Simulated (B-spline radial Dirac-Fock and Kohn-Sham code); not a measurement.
## Photoelectron lines of Sr²⁺ at Ag Lα (2984.4 eV)

System: strontium as Sr²⁺ in the configuration [Ar] 3d10 4s2 4p6.

Input file task.json (cfg lists n, l and occupation; rrms is the nuclear radius in fm):

```json
{"items": [{
  "Z": 38,
  "q": 2,
  "cfg": [[1, 0, 2], [2, 0, 2], [2, 1, 6], [3, 0, 2], [3, 1, 6], [3, 2, 10], [4, 0, 2], [4, 1, 6]],
  "A": 88,
  "rrms": 4.224,
  "do": ["binding", "quiet", "photo", "scan"],
  "hv": [100, 138.0, 200, 300, 303.0, 624.0, 2020.0, 2984.4, 5414.7, 9960.0, 22162.9, 43200.0, 59318.2, 73300.0, 90000.0, 150000]
}]}
```

Command: `python xray_run.py task.json out`

Level of theory: the independent-particle Dirac-Slater model, thresholds from Dirac-Fock; a B-spline atomic structure program. The asymmetry parameter β is from the dipole term alone. Kinetic energies are from the vacuum level.

```
subshell  electrons  binding (eV)  kinetic (eV)  σ (kb)     β
      2s          2        2246.0         738.4    37.8  2.00
   2p1/2          2        2032.1         952.3    53.5  1.43
   2p3/2          4        1964.8        1019.6     100  1.46
      3s          2         384.9        2599.5    7.27  2.00
   3p1/2          2         306.5        2677.9    6.45  1.49
   3p3/2          4         295.9        2688.5    12.1  1.52
   3d3/2          4         158.2        2826.2    2.64  0.95
   3d5/2          6         156.4        2828.0    3.79  0.93
      4s          2         65.22        2919.2    1.08  2.00
   4p1/2          2         43.02        2941.4   0.758  1.48
   4p3/2          4         41.81        2942.6    1.42  1.51
```

Branching ratios of the spin-orbit partners (statistical value in brackets): 2p 1.88 (2.00), 3p 1.87 (2.00), 3d 1.44 (1.50), 4p 1.87 (2.00).

Values without a named source are computed, but for edge energies of neutral atoms, which are taken from tables.
